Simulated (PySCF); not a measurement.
Electronic structure of Cd²⁺ (cadmium, charge +2) at the UHF level

Configuration: [Kr] 4d10, closed-shell 1S. Computed with PySCF 2.14 in def2-TZVP with the def2 core potential (28 electrons) (6s4p3d1f, 40 functions), with a scalar-relativistic core potential.

```
Total energy             : -166.041460 hartree
One-electron energy      : -284.0105 hartree
Hartree (Coulomb) energy : 132.2476 hartree
Exchange energy          : -14.2786 hartree
⟨S²⟩                     : 0.0000
⟨L²⟩                     : 0.000
Sum of ⟨r⟩               : 20.18 bohr
Sum of ⟨r²⟩              : 26.54 bohr²
Time after the integrals : 0.08 s of wall time on 1 thread of Neoverse-V2 (shared host)
```

```tsv
shell	electrons	mean orbital energy (hartree)	rms radius, mean of both spins (bohr)
4s	2	-5.48024	0.947
4p	6	-3.85312	1.04
4d	10	-1.39932	1.35
```

Energies and moments cover only the electrons outside the core potential.
